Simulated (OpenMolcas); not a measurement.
## C3H12AlN (SMILES C[N+](C)(C)[AlH3-]): methods side by side

C3H12AlN: 17 atoms, total charge 0, spin state singlet. As SMILES, `C[N+](C)(C)[AlH3-]`. The shape is that of a PBE0-D4/def2-TZVP optimisation.

Quantity: the HOMO–LUMO gap, in eV. The values are calculated.

```csv
level,kind,program,value (eV),CPU time
HF/6-31G* (spherical functions),Hartree–Fock,OpenMolcas,14.08,10 s
SVWN5/6-31G* (spherical functions),LDA,OpenMolcas,5.77,55 s
BLYP/6-31G* (spherical functions),GGA,OpenMolcas,6.09,67 s
PBE/6-31G* (spherical functions),GGA,OpenMolcas,6.03,67 s
M06-L/6-31G* (spherical functions),meta-GGA,OpenMolcas,6.94,82 s
M06-2X/6-31G* (spherical functions),hybrid meta-GGA,OpenMolcas,9.81,82 s
B2PLYP/6-31G* (spherical functions),double hybrid,OpenMolcas,10.38,33 s
```

The values span 5.77 to 14.08 eV. Orbital gaps aren't excitation energies, and those of double hybrids come from the SCF part alone; they tend to grow with the share of exact exchange. CPU times are rough (shared hosts, several kinds of processor): they show what a rung costs within a factor of a few.
